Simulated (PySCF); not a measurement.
ClCu, charge -1, doublet, geometry from GFN2-xTB (such geometries of metal compounds can be far from the true shape) (the multiplicity is a formal guess) (in this run its highest filled SCF level lies above zero, so its values depend strongly on the basis, on diffuse functions most of all); PySCF with R2SCAN/def2-SV(P).

Input for PySCF:
```python
from pyscf import gto, scf, dft

mol = gto.M(
    atom='''
Cu   -0.00000000   -0.00000000   -0.78939767
Cl    0.00000000    0.00000000    1.34661955
''',
    basis='def2-sv(p)',
    charge=-1,
    spin=1,
    verbose=4,
)

mf = dft.UKS(mol)
mf.xc = 'r2scan'
mf.init_guess = 'sap'
mf.kernel()
```

Task: Predict the main parts of the log of this PySCF run.

Result: 
```
PySCF version 2.14.0

[INPUT] verbose = 4
[INPUT] num. atoms = 2
[INPUT] num. electrons = 47
[INPUT] charge = -1
[INPUT] spin (= nelec alpha-beta = 2S) = 1
[INPUT] symmetry False subgroup None
[INPUT] Mole.unit = angstrom
[INPUT] Symbol           X                Y                Z      unit          X                Y                Z       unit  Magmom
[INPUT]  1 Cu     0.000000000000   0.000000000000  -0.789397670000 AA    0.000000000000   0.000000000000  -1.491745399670 Bohr   0.0
[INPUT]  2 Cl     0.000000000000   0.000000000000   1.346619550000 AA    0.000000000000   0.000000000000   2.544742143485 Bohr   0.0

nuclear repulsion = 122.135890357457
number of shells = 18
number of NR pGTOs = 102
number of NR cGTOs = 42
basis = def2-sv(p)
ecp = {}

******** <class 'pyscf.dft.uks.UKS'> ********
method = UKS
initial guess = sap
damping factor = 0
level_shift factor = 0
DIIS = <class 'pyscf.scf.diis.CDIIS'>
diis_start_cycle = 1
diis_space = 8
diis_damp = 0
SCF conv_tol = 1e-09
SCF conv_tol_grad = None
SCF max_cycles = 50
direct_scf = True
direct_scf_tol = 1e-13
number electrons alpha = 24  beta = 23
XC library pyscf.dft.libxc version 7.1.2
    S. Lehtola, C. Steigemann, M. J. T. Oliveira, and M. A. L. Marques,  SoftwareX 7, 1–5 (2018)
XC functionals = r2scan
    J. W. Furness, A. D. Kaplan, J. Ning, J. P. Perdew, and J. Sun,  J. Phys. Chem. Lett. 11, 8208–8215 (2020)
    J. W. Furness, A. D. Kaplan, J. Ning, J. P. Perdew, and J. Sun,  J. Phys. Chem. Lett. 11, 9248–9248 (2020)
    J. W. Furness, A. D. Kaplan, J. Ning, J. P. Perdew, and J. Sun,  J. Phys. Chem. Lett. 11, 8208–8215 (2020)
    J. W. Furness, A. D. Kaplan, J. Ning, J. P. Perdew, and J. Sun,  J. Phys. Chem. Lett. 11, 9248–9248 (2020)
radial grids:
    Treutler-Ahlrichs [JCP 102, 346 (1995); DOI:10.1063/1.469408] (M4) radial grids

becke partition: Becke, JCP 88, 2547 (1988); DOI:10.1063/1.454033
pruning grids: <function nwchem_prune>
grids dens level: 3
symmetrized grids: False
atomic radii adjust function: <function treutler_atomic_radii_adjust>
small_rho_cutoff = 0
Set gradient conv threshold to 3.16228e-05
Initial guess from superposition of atomic potentials (doi:10.1021/acs.jctc.8b01089)
This is the Gaussian fit version as described in doi:10.1063/5.0004046.
Found SAP basis sapgrasplarge

WARN: SAP basis coefficients must be equal or closeto total electronic charge: -46.00000000000001 !≃ 47
Check fails with value 0.9999999999999929

tot grids = 39520
init E= -2100.26477950257

cycle= 1 E= -2100.26800214731  delta_E= -0.00322  |g|= 0.325  |ddm|= 1.21
cycle= 2 E= -2099.78058831235  delta_E= 0.487  |g|=  1.3  |ddm|= 1.88
cycle= 3 E= -2100.32913728474  delta_E= -0.549  |g|= 0.129  |ddm|= 1.25
cycle= 4 E= -2100.33899329861  delta_E= -0.00986  |g|= 0.0694  |ddm|= 0.243
cycle= 5 E= -2100.34058415134  delta_E= -0.00159  |g|= 0.0115  |ddm|= 0.0715
cycle= 6 E= -2100.3406496518  delta_E= -6.55e-05  |g|= 0.00455  |ddm|= 0.0295
cycle= 7 E= -2100.34065958752  delta_E= -9.94e-06  |g|= 0.00214  |ddm|= 0.00987
cycle= 8 E= -2100.34066126063  delta_E= -1.67e-06  |g|= 0.000292  |ddm|= 0.00489
cycle= 9 E= -2100.34066132365  delta_E= -6.3e-08  |g|= 3.46e-05  |ddm|= 0.00116
cycle= 10 E= -2100.34066132459  delta_E= -9.33e-10  |g|= 3.88e-06  |ddm|= 0.00014
Extra cycle  E= -2100.34066132455  delta_E= 3.77e-11  |g|= 1.35e-05  |ddm|= 2.53e-05
converged SCF energy = -2100.34066132455  <S^2> = 0.75340927  2S+1 = 2.0034064
```
